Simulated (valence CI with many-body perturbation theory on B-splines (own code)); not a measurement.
## Br XXX: E2, M1, M2 decay

Computed by relativistic CI+MBPT: four valence electrons over a frozen Dirac-Fock core [He], radial functions for each j: 11 s, 11 p, 9 d, 7 f, 5 g, 2 h, 1 i, with the one-electron correlation potential Σ1, the two-electron term Σ2, the three-electron term Σ3, Breit, model QED; selected CI, second order for the rest (own B-spline code, finite nucleus).

The last digits are not significant, and no measured levels were compared; by estimate large intervals hold to a few tenths of a per cent, small ones and those within an open d or f shell to about a per cent. Among the levels kept, up to 300 cm⁻¹ of a level comes from second order outside the variational space, and about a tenth of that is noise between levels of different J, which matters for small intervals.

Lines 1 to 39 of 39 in falling wavelength, among levels below 2139.8 eV, chosen from the decays that carry over 1 % of a level's rate. Wavelengths and rates use the calculated energies. Electric multipoles are in the length gauge, E1 and E2 with the static RPA response of the core. S is in atomic units (e²a₀⁴ for E2 and M2, e²a₀⁶ for E3), for M1 in squared Bohr magnetons. Weak lines are less certain than strong ones. Lines between different terms over intervals too small for the method are left out, as are lines whose strength nearly cancels. The highest levels of a list are the least certain.

Levels are named by their leading jj configuration (3d3/2^4 stands for four electrons in 3d with j = 3/2), which in mixed levels can hold well under half, so a name can repeat and another be missing. Letters in brackets count levels of one name in rising energy.

| λ vac (Å) | Upper | Lower | Type | A (s⁻¹) | S (a.u.) |
| --- | --- | --- | --- | --- | --- |
| 1272 | (2s^2 2p1/2 2p3/2) J=2 | (2s^2 2p1/2 2p3/2) J=1 | M1 | 3.35e+03 | 1.28e+00 |
| 289.8 | (2s^2 2p1/2 2p3/2) J=1 | (2s^2 2p1/2^2) J=0 | M1 | 5.89e+05 | 1.60e+00 |
| 248.1 | (2s^2 2p3/2^2) J=2 | (2s^2 2p1/2 2p3/2) J=2 | M1 | 6.61e+05 | 1.87e+00 |
| 236.0 | (2s^2 2p1/2 2p3/2) J=2 | (2s^2 2p1/2^2) J=0 | E2 | 1.52e+02 | 4.97e-04 |
| 207.6 | (2s^2 2p3/2^2) J=2 | (2s^2 2p1/2 2p3/2) J=1 | M1 | 7.39e+05 | 1.23e+00 |
| 149.8 | (2s^2 2p3/2^2) J=0 | (2s^2 2p1/2 2p3/2) J=1 | M1 | 3.19e+06 | 3.98e-01 |
| 7.080 | (2s^2 2p3/2 3d5/2) J=4 | (2s 2p3/2^3) J=2 | E2 | 9.82e+07 | 1.40e-05 |
| 6.918 | (2s^2 2p3/2 3d5/2) J=4 | (2s 2p1/2 2p3/2^2) J=2 [b] | E2 | 1.65e+08 | 2.10e-05 |
| 6.794 | (2s^2 2p3/2 3d5/2) J=4 | (2s 2p1/2 2p3/2^2) J=3 | E2 | 9.92e+07 | 1.15e-05 |
| 6.739 | (2s^2 2p3/2 3d5/2) J=4 | (2s 2p1/2 2p3/2^2) J=2 [a] | E2 | 6.49e+07 | 7.25e-06 |
| 6.698 | (2s 2p1/2 2p3/2 3p3/2) J=3 [a] | (2s 2p1/2 2p3/2^2) J=3 | E2 | 4.75e+08 | 4.01e-05 |
| 6.690 | (2s 2p3/2^2 3p3/2) J=4 | (2s 2p3/2^3) J=2 | E2 | 1.94e+09 | 2.09e-04 |
| 6.646 | (2s 2p1/2 2p3/2 3p3/2) J=3 [a] | (2s 2p1/2 2p3/2^2) J=2 [a] | E2 | 2.65e+09 | 2.15e-04 |
| 6.640 | (2s 2p1/2 2p3/2 3p3/2) J=4 | (2s 2p1/2 2p3/2^2) J=3 | E2 | 3.05e+09 | 3.17e-04 |
| 6.635 | (2s^2 2p1/2 3p1/2) J=1 | (2s^2 2p1/2 2p3/2) J=2 | E2 | 1.27e+10 | 4.38e-04 |
| 6.602 | (2s^2 2p3/2 3p1/2) J=1 | (2s^2 2p3/2^2) J=2 | E2 | 1.48e+10 | 4.98e-04 |
| 6.601 | (2s^2 2p1/2 3p1/2) J=1 | (2s^2 2p1/2 2p3/2) J=1 | E2 | 1.20e+10 | 4.02e-04 |
| 6.593 | (2s^2 2p3/2 3p1/2) J=2 | (2s^2 2p3/2^2) J=2 | E2 | 1.54e+10 | 8.59e-04 |
| 6.582 | (2s^2 2p1/2 3p1/2) J=0 | (2s^2 2p1/2 2p3/2) J=2 | E2 | 2.03e+10 | 2.24e-04 |
| 6.569 | (2s^2 2p3/2 3p3/2) J=3 | (2s^2 2p3/2^2) J=2 | E2 | 7.16e+09 | 5.48e-04 |
| 6.566 | (2s^2 2p3/2 3p3/2) J=1 | (2s^2 2p3/2^2) J=2 | E2 | 8.12e+09 | 2.65e-04 |
| 6.560 | (2s^2 2p1/2 3p3/2) J=2 | (2s^2 2p1/2 2p3/2) J=2 | E2 | 8.18e+09 | 4.44e-04 |
| 6.546 | (2s 2p3/2^2 3p3/2) J=4 | (2s 2p1/2 2p3/2^2) J=2 [b] | E2 | 1.08e+09 | 1.05e-04 |
| 6.543 | (2s^2 2p3/2 3d5/2) J=4 | (2s 2p1/2^2 2p3/2) J=2 | E2 | 8.98e+07 | 8.66e-06 |
| 6.532 | (2s^2 2p1/2 3p3/2) J=1 | (2s^2 2p1/2 2p3/2) J=1 | E2 | 6.62e+09 | 2.11e-04 |
| 6.526 | (2s^2 2p1/2 3p3/2) J=2 | (2s^2 2p1/2 2p3/2) J=1 | E2 | 3.90e+09 | 2.06e-04 |
| 6.515 | (2s 2p1/2 2p3/2 3d5/2) J=5 | (2s 2p1/2 2p3/2^2) J=3 | M2 | 1.56e+08 | 1.80e-05 |
| 6.483 | (2s^2 2p3/2 3p3/2) J=0 | (2s^2 2p3/2^2) J=2 | E2 | 3.06e+10 | 3.12e-04 |
| 6.455 | (2s 2p1/2 2p3/2 3p3/2) J=3 [a] | (2s 2p1/2^2 2p3/2) J=2 | E2 | 1.14e+10 | 8.00e-04 |
| 6.435 | (2s^2 2p3/2 3d5/2) J=4 | (2s^2 2p3/2^2) J=2 | M2 | 1.48e+08 | 1.32e-05 |
| 6.434 | (2s 2p3/2^2 3p3/2) J=4 | (2s 2p1/2 2p3/2^2) J=3 | E2 | 1.02e+10 | 9.05e-04 |
| 6.432 | (2s 2p1/2 2p3/2 3p3/2) J=0 [b] | (2s 2p1/2 2p3/2^2) J=2 [a] | E2 | 8.39e+09 | 8.25e-05 |
| 6.401 | (2s 2p1/2 2p3/2 3p3/2) J=4 | (2s 2p1/2^2 2p3/2) J=2 | E2 | 1.52e+10 | 1.31e-03 |
| 6.400 | (2s^2 2p3/2 3p3/2) J=3 | (2s^2 2p1/2 2p3/2) J=2 | E2 | 7.70e+09 | 5.16e-04 |
| 6.397 | (2s^2 2p3/2 3p3/2) J=1 | (2s^2 2p1/2 2p3/2) J=2 | E2 | 6.72e+09 | 1.93e-04 |
| 6.385 | (2s 2p3/2^2 3p3/2) J=4 | (2s 2p1/2 2p3/2^2) J=2 [a] | E2 | 9.21e+09 | 7.86e-04 |
| 6.383 | (2s^2 2p1/2 3p3/2) J=2 | (2s^2 2p1/2^2) J=0 | E2 | 1.05e+10 | 4.95e-04 |
| 6.368 | (2s^2 2p3/2 3p3/2) J=3 | (2s^2 2p1/2 2p3/2) J=1 | E2 | 7.71e+09 | 5.04e-04 |
| 6.039 | (2s 2p1/2 2p3/2 3d3/2) J=4 | (2s^2 2p1/2 2p3/2) J=2 | E2 | 8.13e+09 | 5.25e-04 |
